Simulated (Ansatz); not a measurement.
`[Cl][Sn]([Cl])([Cl])[SeH]` and `Cl[Si](Cl)(Cl)[SeH]` differ in one element.

Ansatz, PBE0-D4/def2-TZVP geometries, multiplicity 1. Each molecule was computed in one conformer, which needn't be the lowest.

Elements past krypton have def2 core potentials. Scalar relativity is left out up to krypton. Spin–orbit coupling is left out; it splits and shifts lone-pair levels of the heavy atoms by tenths of an eV.

```json
{"property": "ideal-gas entropy at 298 K and 1 bar (rigid rotor, harmonic PBE0-D4/def2-TZVP) / J/(mol·K)", "`[Cl][Sn]([Cl])([Cl])[SeH]`": "422"}
{"property": "LUMO energy (ωB97M-V/def2-TZVPP) / eV", "`[Cl][Sn]([Cl])([Cl])[SeH]`": "-0.96"}
{"property": "HOMO energy (PBE0/def2-TZVPP) / eV", "`[Cl][Sn]([Cl])([Cl])[SeH]`": "-8.06"}
{"property": "size of the dipole moment (B3LYP/def2-TZVPP) / D", "`[Cl][Sn]([Cl])([Cl])[SeH]`": "2.10"}
{"property": "LUMO energy (PBE/def2-TZVPP) / eV", "`[Cl][Sn]([Cl])([Cl])[SeH]`": "-3.77"}
{"property": "HOMO energy (B3LYP/def2-TZVPP) / eV", "`[Cl][Sn]([Cl])([Cl])[SeH]`": "-7.80"}
```

(1) What does the change do to each property? (Best estimate.)

Answers

(1) Computed: 
| property | `Cl[Si](Cl)(Cl)[SeH]` | shift |
| --- | --- | --- |
| ideal-gas entropy at 298 K and 1 bar (rigid rotor, harmonic PBE0-D4/def2-TZVP) / J/(mol·K) | 380 | -42 |
| LUMO energy (ωB97M-V/def2-TZVPP) / eV | 1.11 | 2.07 |
| HOMO energy (PBE0/def2-TZVPP) / eV | -7.71 | 0.35 |
| size of the dipole moment (B3LYP/def2-TZVPP) / D | 1.01 | -1.09 |
| LUMO energy (PBE/def2-TZVPP) / eV | -1.80 | 1.97 |
| HOMO energy (B3LYP/def2-TZVPP) / eV | -7.45 | 0.35 |

With PBE0 the HOMO rises by 0.35 eV and the LUMO rises by 2.05 eV, so the gap widens by about 1.70 eV. PBE moves the HOMO by 0.34 eV and ωB97M-V by 0.36 eV. Dipoles are sizes alone; their direction can turn. Modes under 60 cm⁻¹, often nearly free rotors, make the harmonic entropy too high.

Positive LUMOs are unbound, so they and the gaps depend on the basis.

B3LYP here is the variant with VWN-RPA as its local correlation; programs differ in this.
